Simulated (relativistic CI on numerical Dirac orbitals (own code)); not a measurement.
## Electric-dipole transitions in Lu23+

Method of calculation: Dirac-Coulomb-Breit CI, KLI orbitals optimised for each configuration, a model potential for QED, unscaled Slater integrals (own radial code, finite nucleus).

CI space (outside the closed core [Ar] 3d10): 4s²4p⁶4d¹⁰4f², 4s²4p⁶4d¹⁰4f5s, 4s²4p⁶4d⁹4f³, 4s²4p⁶4d¹⁰5s², 4s²4p⁶4d¹⁰4f5p, 4s²4p⁶4d¹⁰5s5p, 4s²4p⁶4d¹⁰4f5d, 4s²4p⁵4d¹⁰4f³, 4s²4p⁶4d¹⁰5p5d, 4s²4p⁶4d⁹4f²5s, 4s²4p⁶4d¹⁰4f5f, 4s4p⁶4d¹⁰4f³, 4s²4p⁶4d¹⁰4f6s, 4s²4p⁶4d⁹4f²5p, 4s²4p⁶4d¹⁰4f6p, 4s²4p⁶4d¹⁰4f5g, 4s²4p⁶4d¹⁰4f6d, 4s²4p⁶4d¹⁰4f7s, 4s²4p⁶4d¹⁰4f6g, 4s4p⁶4d¹⁰4f5s², 4s4p⁶4d¹⁰4f5p², 4s²4p⁶4d¹⁰5p², 4s²4p⁶4d⁹5s5p², 4s²4p⁶4d¹⁰5s5d, 4s²4p⁶4d⁹5s²5d, 4s²4p⁶4d¹⁰5d², 4s²4p⁶4d⁹5s5d². Double excitations out of closed p, d and f shells are left out; levels of such configurations are missing from the list, as are those of other unlisted configurations, and high levels can miss mixing partners.

```
λ vac (nm)                     Lower                      Upper   A (s⁻¹)  log gf  S velocity/length
    5.6910     4s²4p⁶4d¹⁰4f² ³H4 [1]    4s²4p⁶4d⁹4f³ ³I°5 [393]  2.13e+12    1.06               0.65
    5.7377     4s²4p⁶4d¹⁰4f² ³H4 [1]    4s²4p⁶4d⁹4f³ ¹H°5 [386]  7.32e+10   -0.40               0.64
    5.7820     4s²4p⁶4d¹⁰4f² ³H4 [1]    4s²4p⁶4d⁹4f³ ³I°5 [379]  1.08e+11   -0.22               0.63
    5.8578     4s²4p⁶4d¹⁰4f² ³H6 [6]  4s²4p⁶4d¹⁰4f5d ³H°6 [385]  1.14e+11   -0.12               0.89
    5.9059     4s²4p⁶4d¹⁰4f² ³H5 [3]  4s²4p⁶4d¹⁰4f5d ³G°4 [363]  2.18e+11    0.01               0.88
    5.9073     4s²4p⁶4d¹⁰4f² ³H5 [3]  4s²4p⁶4d¹⁰4f5d ³H°5 [362]  8.84e+10   -0.29               0.91
    5.9105     4s²4p⁶4d¹⁰4f² ³F4 [7]  4s²4p⁶4d¹⁰4f5d ³D°3 [387]  2.49e+11   -0.04               0.88
    5.9150     4s²4p⁶4d¹⁰4f² ³H6 [6]  4s²4p⁶4d¹⁰4f5d ³G°5 [376]  2.94e+11    0.23               0.89
    5.9312     4s²4p⁶4d¹⁰4f² ¹G4 [4]  4s²4p⁶4d¹⁰4f5d ¹F°3 [371]  3.08e+11    0.06               0.86
    5.9433     4s²4p⁶4d¹⁰4f² ³H4 [1]  4s²4p⁶4d¹⁰4f5d ³H°4 [335]  1.03e+11   -0.31               0.90
    5.9446     4s²4p⁶4d¹⁰4f² ³H6 [6]    4s²4p⁶4d⁹4f³ ³G°5 [372]  9.26e+10   -0.27               0.86
    5.9497     4s²4p⁶4d¹⁰4f² ³H4 [1]    4s²4p⁶4d⁹4f³ ¹F°3 [333]  1.46e+11   -0.27               0.85
    5.9532     4s²4p⁶4d¹⁰4f² ³H4 [1]  4s²4p⁶4d¹⁰4f5d ³G°3 [330]  3.23e+11    0.08               0.90
    5.9539     4s²4p⁶4d¹⁰4f² ³H5 [3]  4s²4p⁶4d¹⁰4f5d ³G°4 [347]  1.82e+11   -0.06               0.89
    5.9590     4s²4p⁶4d¹⁰4f² ³F4 [7]  4s²4p⁶4d¹⁰4f5d ³F°4 [380]  2.15e+11    0.01               0.89
    5.9776     4s²4p⁶4d¹⁰4f² ³F3 [5]  4s²4p⁶4d¹⁰4f5d ³F°3 [355]  1.78e+11   -0.18               0.88
    5.9891    4s²4p⁶4d¹⁰4f² ¹I6 [11]  4s²4p⁶4d¹⁰4f5d ¹H°5 [389]  5.12e+11    0.48               0.86
    5.9970     4s²4p⁶4d¹⁰4f² ¹G4 [4]  4s²4p⁶4d¹⁰4f5d ³G°4 [347]  9.46e+10   -0.34               0.92
    6.0146     4s²4p⁶4d¹⁰4f² ³F2 [2]  4s²4p⁶4d¹⁰4f5d ³F°2 [329]  2.43e+11   -0.18               0.90
    6.0319    4s²4p⁶4d¹⁰4f² ³P2 [12]  4s²4p⁶4d¹⁰4f5d ³P°2 [390]  2.90e+11   -0.10               0.86
    14.908   4s²4p⁶4d¹⁰4f5p ³D3 [20]  4s²4p⁶4d¹⁰4f5d ³P°2 [369]  9.59e+10    0.20               0.74
    15.082   4s²4p⁶4d¹⁰4f5p ³G4 [21]  4s²4p⁶4d¹⁰4f5d ³H°5 [362]  1.05e+11    0.60               0.79
    15.123   4s²4p⁶4d¹⁰4f5p ³G3 [18]  4s²4p⁶4d¹⁰4f5d ³H°4 [335]  1.11e+11    0.54               0.78
    15.172   4s²4p⁶4d¹⁰4f5p ³D3 [20]  4s²4p⁶4d¹⁰4f5d ³F°3 [355]  4.94e+10    0.08               0.73
    15.188   4s²4p⁶4d¹⁰4f5p ³G3 [18]  4s²4p⁶4d¹⁰4f5d ³G°3 [330]  4.99e+10    0.08               0.72
    15.301   4s²4p⁶4d¹⁰4f5p ³D3 [20]  4s²4p⁶4d¹⁰4f5d ³G°4 [347]  5.19e+10    0.21               0.78
    15.309   4s²4p⁶4d¹⁰4f5p ³F2 [19]  4s²4p⁶4d¹⁰4f5d ³G°3 [330]  4.41e+10    0.04               0.78
    15.314   4s²4p⁶4d¹⁰4f5p ³F2 [19]  4s²4p⁶4d¹⁰4f5d ³F°2 [329]  8.87e+10    0.19               0.73
    15.390   4s²4p⁶4d¹⁰4f5p ³G4 [21]  4s²4p⁶4d¹⁰4f5d ³G°4 [347]  6.65e+10    0.33               0.72
    18.548   4s²4p⁶4d¹⁰4f5p ³D3 [26]  4s²4p⁶4d¹⁰4f5d ³D°3 [387]  3.83e+10    0.14               0.67
    18.576   4s²4p⁶4d¹⁰4f5p ¹G4 [27]  4s²4p⁶4d¹⁰4f5d ¹H°5 [389]  7.35e+10    0.62               0.75
    18.693   4s²4p⁶4d¹⁰4f5p ³G4 [24]  4s²4p⁶4d¹⁰4f5d ³G°5 [376]  6.42e+10    0.57               0.73
    18.701   4s²4p⁶4d¹⁰4f5p ³F3 [22]  4s²4p⁶4d¹⁰4f5d ³G°4 [363]  4.99e+10    0.37               0.72
    18.822   4s²4p⁶4d¹⁰4f5p ³G5 [28]  4s²4p⁶4d¹⁰4f5d ³H°6 [385]  8.62e+10    0.77               0.74
    19.034   4s²4p⁶4d¹⁰4f5p ³D3 [26]  4s²4p⁶4d¹⁰4f5d ³F°4 [380]  3.46e+10    0.23               0.72
    20.323  4s²4p⁶4d¹⁰4f5s ³F°2 [14]    4s²4p⁶4d¹⁰4f5p ³D1 [25]  4.59e+10   -0.07               0.88
    20.357  4s²4p⁶4d¹⁰4f5s ¹F°3 [17]    4s²4p⁶4d¹⁰4f5p ¹D2 [29]  4.43e+10    0.14               0.87
    20.708  4s²4p⁶4d¹⁰4f5s ³F°4 [16]    4s²4p⁶4d¹⁰4f5p ³G5 [28]  4.41e+10    0.49               1.09
    20.785  4s²4p⁶4d¹⁰4f5s ³F°2 [14]    4s²4p⁶4d¹⁰4f5p ³D2 [23]  3.03e+10   -0.01               0.96
    20.792  4s²4p⁶4d¹⁰4f5s ³F°3 [15]    4s²4p⁶4d¹⁰4f5p ³G4 [24]  3.57e+10    0.32               1.08
    20.844  4s²4p⁶4d¹⁰4f5s ³F°4 [16]    4s²4p⁶4d¹⁰4f5p ¹G4 [27]  1.58e+10   -0.03               1.00
    21.100  4s²4p⁶4d¹⁰4f5s ¹F°3 [17]    4s²4p⁶4d¹⁰4f5p ¹G4 [27]  2.01e+10    0.08               1.09
    21.200  4s²4p⁶4d¹⁰4f5s ¹F°3 [17]    4s²4p⁶4d¹⁰4f5p ³D3 [26]  2.57e+10    0.08               0.98
    21.249  4s²4p⁶4d¹⁰4f5s ³F°2 [14]    4s²4p⁶4d¹⁰4f5p ³F3 [22]  1.98e+10   -0.03               1.06
    21.383  4s²4p⁶4d¹⁰4f5s ³F°3 [15]    4s²4p⁶4d¹⁰4f5p ³F3 [22]  1.86e+10   -0.05               0.96
```

Terms are leading LS components. Brackets give the number of a level in order of energy, since labels repeat. The list gives strong lines, with weight on those to low levels, among the lowest 400 of 2028 levels, so that lines to higher ones, which can be the strongest, are missing. Levels whose partners in the same complex of configurations lie outside the list can be far off, and so can their lines. Rates are taken at the computed energies, electric ones in the length gauge. A velocity-to-length ratio far from 1 marks an uncertain rate.

At this charge transitions that keep the count of f electrons are usually good to a few per cent. Terms inside the open d or f shell come out 10 to 20 % too wide with unscaled integrals. Levels that differ in their count of f electrons can be misplaced by several ten thousand cm⁻¹, since the correlation energy of f electrons is missing or only estimated; rates across such gaps can be off by orders of magnitude.

LS names give the leading component of a level, which can be under half, so a name can repeat, a term be missing and a line seem to break the LS rules.
